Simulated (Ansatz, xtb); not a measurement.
## Two structures of BFGe2H4

Structure I is a singlet given by its coordinates and structure II is `F[BH][Ge][GeH3]`, a singlet. Both are isolated molecules in the gas phase, relaxed with B3LYP/6-31G*; the shapes shown needn't be the lowest conformers.

I (Å):

```yaml
atoms:
  - { symbol: B, position_ang: [0.4584, -1.2246, -0.1133] }
  - { symbol: F, position_ang: [0.5150, 1.4951, -0.7958] }
  - { symbol: Ge, position_ang: [-0.3112, 0.6800, 0.7963] }
  - { symbol: Ge, position_ang: [-0.6335, -0.0068, -1.6380] }
  - { symbol: H, position_ang: [1.1492, -0.7179, 0.8001] }
  - { symbol: H, position_ang: [-1.7585, 0.7353, -0.5683] }
  - { symbol: H, position_ang: [1.3220, -1.3722, -0.9473] }
  - { symbol: H, position_ang: [-0.1236, -2.2064, 0.2639] }
```

Close contacts (Å): B1–Ge3 2.25, B1–Ge4 2.24, F2–Ge3 1.97, F2–Ge4 2.07, Ge3–Ge4 2.55, B1–H5 1.25, B1–H7 1.21, B1–H8 1.20, Ge3–H5 2.02, Ge3–H6 1.99, Ge4–H6 1.72.

II (Å):

```yaml
atoms:
  - { symbol: B, position_ang: [-0.3100, -1.1936, 0.6894] }
  - { symbol: F, position_ang: [-1.1995, -0.7905, -0.2186] }
  - { symbol: Ge, position_ang: [0.7035, 0.1006, 1.9944] }
  - { symbol: Ge, position_ang: [2.3697, 0.2730, 0.0968] }
  - { symbol: H, position_ang: [-0.0918, -2.3797, 0.7519] }
  - { symbol: H, position_ang: [1.9532, 1.5791, -0.6394] }
  - { symbol: H, position_ang: [3.8253, 0.4686, 0.5942] }
  - { symbol: H, position_ang: [2.4003, -0.8515, -0.9736] }
```

Q: Which of the two would you expect CCSD(T)/def2-SVP + ΔMP2/def2-TZVPP electronic energies to favour?

A: Structure II; the calculation gives E(II) − E(I) = −15.1 kJ/mol.

The same difference at several levels:

```tsv
level	geometry	E(II) − E(I) (kJ/mol)	departure from the last row (kJ/mol)	job, with rough time for the two
B3LYP/6-31G*	B3LYP/6-31G*	−1.7	+13.4	optimisation, 1.8 min
HF/def2-SVP	B3LYP/6-31G*	−120.2	−105.1	part of the CCSD(T) run
MP2/def2-SVP	B3LYP/6-31G*	−35.6	−20.4	part of the CCSD(T) run
CCSD(T)/def2-SVP	B3LYP/6-31G*	−39.1	−23.9	single point
CCSD(T)/def2-SVP + ΔMP2/def2-TZVPP	B3LYP/6-31G*	−15.1		single point, 25 s
```

B3LYP/6-31G* finds them nearly level. The largest departure from CCSD(T)/def2-SVP + ΔMP2/def2-TZVPP is that of HF/def2-SVP, 105.1 kJ/mol. Levels run at GFN2-xTB geometries aren't shown. The last row adds to CCSD(T) the change of the MP2 difference between the two basis sets, here +23.9 kJ/mol, a large step that makes the value less sure.

With harmonic frequencies from B3LYP/6-31G* (ideal gas, rigid rotor, one conformer each, 200 K, 1 atm): on the last row, ΔE + ΔZPE = −17.7, ΔH = −16.1, ΔG = −21.4 kJ/mol.

The correlated steps freeze 20 core orbitals; the filled d shell of Ge is correlated, in a basis made for valence electrons. Run with Ansatz 0.2.0; the last row on 2 threads of Intel(R) Xeon(R) 6975P-C (Granite Rapids) on a shared host.
